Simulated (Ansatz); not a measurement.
MMe2 with several metals: PBE0-D4/def2-SVP single points in Ansatz on relaxed structures, gas phase. HOMO and LUMO are taken over both spins. Binding counts from free atoms in the multiplicity of their measured ground term, without zero-point energy. Singlets are spin-restricted. The structures are stationary points that may keep the symmetry of their start. Remarks come from the PBE and PBE0 runs and from stability tests at other levels; not every state was tested. HOMO above LUMO (over both spins in singlets and doublets, within one spin in higher multiplets; at PBE or PBE0), or a gap under 0.15 eV within one spin, warns that the state may not be the lowest or that an electron is smeared out.

```csv
species,atoms,state,geometry,HOMO (eV),LUMO (eV),gap (eV),binding per atom (eV),point group (within 0.1 Å),remarks
CoMe2 (C2H6Co),9,quartet,PBE0-D4/def2-TZVP,-6.25,-2.31,3.93,3.50,C2v,doublet lower at PBE
CrMe2 (C2H6Cr),9,quintet,PBE-D4/def2-TZVP,-5.84,-1.24,4.60,3.42,C2v,–
FeMe2 (C2H6Fe),9,quintet,PBE0-D4/def2-TZVP,-6.54,-2.45,4.08,3.51,–,–
CuMe2 (C2H6Cu),9,doublet,r2SCAN-D4/def2-TZVP,-6.48,-4.47,2.01,3.38,–,"HOMO above LUMO, gap within one spin near zero"
MnMe2 (C2H6Mn),9,sextet,r2SCAN-D4/def2-TZVP,-6.35,-1.84,4.51,3.48,–,–
NiMe2 (C2H6Ni),9,triplet,r2SCAN-D4/def2-TZVP,-6.20,-2.34,3.86,3.50,C2v,singlet lower at PBE
```

The gap (eV) runs from 2.01 (CuMe2) to 4.60 (CrMe2).
